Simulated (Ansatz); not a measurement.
Basis-set series for CH5OPSeSi, SMILES `OP1[SiH2]C[Se]1`. The species carries charge 0 and has multiplicity 1. The structure was optimised at the PBE0-D4/def2-TZVP level. It is one conformer, not always the lowest.

Z-matrix (Å, degrees):
```
Si
P 1 2.271
Se 1 2.795 2 52.5
C 1 1.879 2 93.2 3 20.8
H 1 1.491 2 116.8 3 143.8
H 1 1.485 2 108.4 3 -91.9
O 2 1.664 1 96.8 3 -103.7
H 4 1.089 1 115.1 2 89.5
H 4 1.090 1 117.0 2 -138.7
H 7 0.962 2 110.2 1 179.1
```

```
functional       basis  functions  energy (Eh)  HOMO (eV)  LUMO (eV)
   PBE0-D4  def2-TZVPP        264  -3148.19111      -6.74      -0.81
   PBE0-D4  def2-QZVPP        493  -3148.26902      -6.77      -0.89
   ωB97M-V  def2-TZVPP        264  -3148.62232      -8.84       0.97
   ωB97M-V  def2-QZVPP        493  -3148.69706      -8.87       0.74
```

**Question.** Give the rows for def2-SVP. (Best estimate.)

**Answer.** Ansatz gave: 
```csv
functional,basis,functions,energy (Eh),HOMO (eV),LUMO (eV)
PBE0-D4,def2-SVP,121,-3147.52738,-6.64,-0.53
ωB97M-V,def2-SVP,121,-3147.95495,-8.71,1.46
```

Positive LUMOs are unbound and depend on the basis. Scalar relativity is left out up to krypton.
